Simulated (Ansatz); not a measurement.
BClFH4NSi (`N[SiH](Cl)BF`): the same geometry under several functionals.

```yaml
crystal:
  periodic: [false, false, false]
  atoms:
    - {symbol: N, position_ang: [0.955409, 0.985322, 0.741103]}
    - {symbol: Si, position_ang: [0.439671, -0.475506, 0.036028]}
    - {symbol: Cl, position_ang: [1.242885, -0.891560, -1.848326]}
    - {symbol: B, position_ang: [-1.549939, -0.414584, -0.357558]}
    - {symbol: F, position_ang: [-2.139591, 0.764049, -0.478820]}
    - {symbol: H, position_ang: [0.592001, 1.865300, 0.411116]}
    - {symbol: H, position_ang: [1.882625, 1.088713, 1.120887]}
    - {symbol: H, position_ang: [0.904665, -1.586744, 0.898794]}
    - {symbol: H, position_ang: [-2.239225, -1.381489, -0.540225]}
basis:
  gaussian: {orbitals: def2-TZVPP}
hamiltonian: {xc: {name: B97M-V}}
output: {orbitals: {seedname: orbitals}}
```

```sh
$ ansatz run in.yaml --threads 4 --pin off --events-out ev --progress --plain --max-ram 10444MiB
```

It prints (some lines left out):

```
Functional definition: B97M-V
1298 factors; their error is unknown
mean field evaluation 1: about -25340.4665 eV, gradient 6.6e1 eV
mean field evaluation 2: about -25308.5518 eV, gradient 1.2e2 eV
mean field evaluation 4: about -25348.3555 eV, gradient 7.1e0 eV
mean field evaluation 8: about -25348.4490 eV, gradient 3.3e-1 eV
mean field evaluation 16: about -25348.4169 eV, gradient 1.3e-3 eV
mean field -25348.41693041 eV, -931.5371404183 hartree, gradient 6.1e-5 eV, S^2 0.000000; 0 other end points of the search recorded, 0 dependent functions left out
reference -25348.41699290 eV, -931.5371427149 hartree; 28, 28 occupied and 205, 205 virtual orbitals, 1298 factors
Total energy: -25348.41699290 eV, -931.5371427149 hartree
```

It took 20 s on 4 threads of an AMD EPYC 7571 on a shared host, with 0.41 GiB of host memory at the peak.

With the line `hamiltonian: {xc: r2scan, dispersion: d4}` and forces (abridged; 11 s):

```
Functional definition: r2SCAN
mean field evaluation 16: about -25350.6567 eV, gradient 2.8e-4 eV
mean field -25350.65672394 eV, -931.6194513124 hartree, gradient 3.1e-5 eV, S^2 0.000000
Total energy: -25350.70626737 eV, -931.6212720000 hartree
Atom 0 force    -0.021844    -0.007250     0.034511 eV/Å
Atom 1 force    -0.060742    -0.050224     0.065608 eV/Å
Atom 2 force     0.028845    -0.022169    -0.097690 eV/Å
Atom 3 force     0.101085    -0.195921     0.028725 eV/Å
Atom 4 force    -0.080703     0.181303    -0.021839 eV/Å
Atom 5 force     0.016364     0.029105    -0.002329 eV/Å
Atom 6 force     0.019411     0.035815     0.004402 eV/Å
Atom 7 force     0.000872     0.017412    -0.004187 eV/Å
Atom 8 force    -0.003288     0.011928    -0.007202 eV/Å
Dipole moment:     0.075566     0.221807     0.310253 e Å
```

The same input with `hamiltonian: {xc: pbe0, dispersion: d4}` (abridged; 7.5 s):

```
Functional definition: PBE0
mean field evaluation 16: about -25341.8496 eV, gradient 6.2e-5 eV
mean field -25341.84958755 eV, -931.2957950198 hartree, gradient 6.2e-5 eV, S^2 0.000000
Total energy: -25342.02381698 eV, -931.3021978334 hartree
```

Changing it to `hamiltonian: {xc: {name: CAM-B3LYP}, dispersion: d4}` (abridged; 9.1 s):

```
Functional definition: CAM-B3LYP
mean field evaluation 16: about -25353.5133 eV, gradient 4.2e-5 eV
mean field -25353.51329908 eV, -931.7244285126 hartree, gradient 4.2e-5 eV, S^2 0.000000
Total energy: -25353.69186459 eV, -931.7309906743 hartree
```

With the line `hamiltonian: {xc: lda}` (abridged; 3.4 s):

```
Functional definition: SPW92
mean field evaluation 16: about -25244.8997 eV, gradient 4.0e-4 eV
mean field -25244.89968184 eV, -927.7329517000 hartree, gradient 1.3e-5 eV, S^2 0.000000
Total energy: -25244.89972301 eV, -927.7329532129 hartree
```

Changing it to `hamiltonian: {xc: {name: LC-wPBE}}` (abridged; 7 s):

```
Functional definition: LC-wPBE
mean field evaluation 16: about -25345.7814 eV, gradient 1.0e-4 eV
mean field -25345.78138479 eV, -931.4402859032 hartree, gradient 4.4e-5 eV, S^2 0.000000
Total energy: -25345.78138479 eV, -931.4402859035 hartree
```
